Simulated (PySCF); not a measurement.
## Polarisability and C₆ of Ti (titanium, neutral)

[Ar] 3d2 4s1 4p1, one real determinant (an excited configuration). Computed with PySCF 2.14 in aug-cc-pVDZ, with no relativity, point nucleus. Coupled (time-dependent) response in atomic units; α is the mean over directions. A double-zeta set is small for polarisabilities.

| method | mean α (bohr³) | α xx, yy, zz | C₆ (like pair) | S(−4) |
| --- | --- | --- | --- | --- |
| UHF | 183.0 | 120.8, 213.8, 214.5 | 1834 | 157000 |

S(−4) is the Cauchy moment in α(ω) = α(0) + S(−4) ω² + …

α(iu) at UHF:

```
u (hartree)  α(iu) (bohr³)
          0          183.0
     0.0500          110.2
      0.100          74.41
      0.200          36.69
      0.300          21.30
      0.500          10.22
      0.750          5.797
       1.00          3.942
       1.50          2.286
       2.00          1.514
       3.00         0.7972
       5.00         0.3244
```

The components differ because the open shell of this determinant is not spherical; for a pure term their mean is the scalar polarisability.

⟨L²⟩ = 14.04 against 20 for a pure G term, so this real determinant mixes terms.
